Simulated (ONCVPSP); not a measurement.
**revPBE ONCV dataset for Er (Z = 68), scalar-relativistic all-electron reference.**

Er, optimised norm-conserving Vanderbilt (ONCV), made with ONCVPSP 4.0.1 (revPBE, scalar-relativistic). Core [Kr] 4d10, reference 4f12 5s2 5p6 6s1 (charge +1). Waves: 5s+6s: rc 1.62 bohr, ncon 3, nbas 7, qcut 5.9 1/bohr, 2 projectors; 5p: rc 1.30 bohr, ncon 5, nbas 10, qcut 4.5 1/bohr, 2 projectors, debl 1.6 Ha; d scattering state at 0.17 Ha: rc 1.54 bohr, ncon 4, nbas 8, qcut 5.1 1/bohr, 3 projectors, debl 1 Ha; 4f: rc 1.04 bohr, ncon 3, nbas 7, qcut 15.2 1/bohr, 1 projector. Local part: polynomial inside 0.96 bohr (lpopt 3, dvloc0 0 Ha). Core correction: Teter function, fcfact 5, rcfact 1.75.

In the d channel the program set the typed energies aside and used 0.050, 1.050, 2.050 Ha.

What the tests gave:

* Cutoffs needed: 138 Ha and 190 Ha (the cutoffs (Ha) at which the residual kinetic energy of the hardest occupied pseudo-wave falls to 1 and 0.1 mHa per electron)
* Ghost test: ghosts flagged at negative energy: d at -111.8 eV, s at -5.0 eV; GHOST(+) flagged for p at 184.6 eV; a true bound ghost makes a file unfit for plane-wave use
* Configuration tests: tests left out (the all-electron energies of this program are off by 10 to 40 meV for near-neutral 4f atoms)
* rms error of d²Exc/dni dnj: 5.08 mHa without and 3.65 mHa with the model core

Generation and tests took about 5.1 s on one core of a shared server CPU.
